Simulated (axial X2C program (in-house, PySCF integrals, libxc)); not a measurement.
# Spectroscopic constants of BeAs

All values were computed with an in-house relativistic program for diatomic molecules. Spin-free means the one-electron spin-free X2C Hamiltonian; two-component (2c) means X2C with spin–orbit coupling and atomic mean-field two-electron Coulomb and Gaunt terms, so the difference of the two also holds small scalar two-electron terms. Basis: As dyall-cv3z [9s9p6d4f1g], Be dyall-cv3z [8s8p3d1f] (cores contracted in-house); Gaussian nuclei, density fitting, unrestricted open shells. Masses: As 74.922 u, Be 9.012 u.

State, spin-free: M_S = 3/2, Λ = 0 (beyond evenly filled blocks: σα, π+α, π-α); electrons by block: σα: 10, σβ: 9, π+α: 4, π+β: 3, π-α: 4, π-β: 3, δ+α: 1, δ+β: 1, δ-α: 1, δ-β: 1. Fragments: As + Be.

State, 2c: Ω = 3/2 (⟨Sz⟩ = 1.50, ⟨Lz⟩ = 0.00 at HF); electrons by block: 1/2: 13, -1/2: 13, 3/2: 5, -3/2: 4, 5/2: 1, -5/2: 1. Fragments: As + Be.

```tsv
Hamiltonian	level	Re (Å)	ωe (cm⁻¹)	αe (cm⁻¹)	De (eV)	D0 (eV)	k (mdyn/Å)	μ (D)
spin-free	PBE0	2.168	529.2	0.00458	1.43	1.39	1.33	0.12
spin-free	BHandHLYP	2.164	535.2	0.00458	1.25	1.22	1.36	0.31
2c	HF	2.182	532.4	0.00458	0.817	0.784	1.34	0.69
2c	MP2	2.174	538.3	0.00433	1.02	0.986	1.37	n/a
2c	CCSD	2.185	513.8	0.0051	0.788	0.757	1.25	n/a
2c	CCSD(T)	2.188	511.2	0.00503	0.869	0.837	1.24	n/a
```

Spin-free values that have a 2c row agree with it to the digits that matter (0.001 Å, 0.01 eV) and are not repeated.

Correlated methods: 7 electrons correlated (number of frozen shells: As 3 s, 2 p, 1 d; Be 1 s), 211 virtual spin orbitals or spinors in MP2, 82 natural virtuals in coupled cluster.

Dipoles are positive if Be is the positive end.

The state is one determinant whose occupation by symmetry is held fixed; it was picked as the lowest of a PBE0 search that is not exhaustive. De is counted from the lowest determinant-based energies of the atoms at the same level, without counterpoise correction. CCSD and (T) use frozen natural virtuals with an MP2 correction for the truncation; (T) itself is uncorrected, so its De runs slightly low. PBE0 can misorder states that lie within some tenths of an eV, so this need not be the ground state of the molecule. The nearest other spin-free determinant of the search, M_S = 1/2, Λ = 0, lies 0.12 eV up at the distance of the search. With several unpaired electrons one determinant need not be a pure state. This is the top spin component of a Σ state; components of lower Ω are not single determinants and can lie lower.

No reliable constants came from BHandHLYP (2c), PBE0 (2c): no minimum in range, unconverged points, a curve that is not smooth, a change of character along it, or the two Hamiltonians disagreeing along it.

Rough cost a point (2c) on 1 thread(s) of a shared host, integrals apart: HF 0.4 s, CCSD(T) 2 s.

The whole task took 84 s on 1 thread of AMD EPYC 7B13 (Zen 3), on a shared host.
